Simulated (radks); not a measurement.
Effect of the nuclear size on neutral titanium, [Ar] 3d2 4s2. Method: Dirac Kohn-Sham, BLYP, spin-unpolarised, spherical densities, finite nucleus; open shells are shared between the two j in proportion to 2j + 1; Fermi nuclear charge, rms radius 3.5921 fm; computed with a radial shooting solver on a logarithmic mesh with Libxc functionals. The rms radius is varied about that value; shifts are against it.

rms radius (fm)  total energy shift (eV)  density at nucleus (e/bohr^3)  1s1/2 shift (meV)  2s1/2 shift (meV)  3s1/2 shift (meV)
3.197                            -0.0102                           8533              -4.29             -0.357             -0.046
3.276                           -0.00822                           8526              -3.47             -0.289             -0.037
3.5921                                 0                           8502              0.000              0.000              0.000
3.8579                           0.00748                           8483               3.16              0.263              0.034
4.465                             0.0265                           8445               11.2              0.931              0.120

Slopes of the eigenvalues against <r^2> in GHz/fm^2, as finite differences over the two radii next to the reference (eigenvalue slopes, not the field-shift constants of lines): 1s1/2 386, 2s1/2 32.1, 3s1/2 4.14.
